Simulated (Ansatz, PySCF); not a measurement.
FGe, SMILES [F][Ge] (connectivity only; charge and spin as stated), neutral, multiplicity 2. Atoms are numbered in the order given.

```xyz
2

Ge     0.0000     0.0000    -0.3784
F      0.0000     0.0000     1.3788
```
Charge 0, spin multiplicity 2.

Geometry optimised at PBE0-D3(BJ)/def2-TZVPD.

Two levels are set side by side: PBE-D3(BJ)/def2-TZVPD (Ansatz, an electronic-structure program) and PBE0-D3(BJ)/def2-TZVPD (Ansatz). Each level has its own optimised geometry; the coordinates shown are those of the second. Frequencies come from the Hessian of PySCF at each geometry. Differences are taken from unrounded values.

```
quantity                            PBE0-D3(BJ)
----------------------------------  -----------
bond Ge1–F2 (Å)                           1.757
highest harmonic wavenumber (cm⁻¹)          664
mean harmonic wavenumber (cm⁻¹)             664
zero-point energy (kcal/mol)               0.95
```

Q: What does PBE-D3(BJ) give, and how far is it from PBE0-D3(BJ)? (Estimate from the structure and the level; the computed values follow.)

A: 
| quantity | PBE-D3(BJ) | PBE-D3(BJ) minus PBE0-D3(BJ) |
|---|---|---|
| bond Ge1–F2 (Å) | 1.783 | 0.026 |
| highest harmonic wavenumber (cm⁻¹) | 626 | -37 |
| mean harmonic wavenumber (cm⁻¹) | 626 | -37 |
| zero-point energy (kcal/mol) | 0.90 | -0.05 |
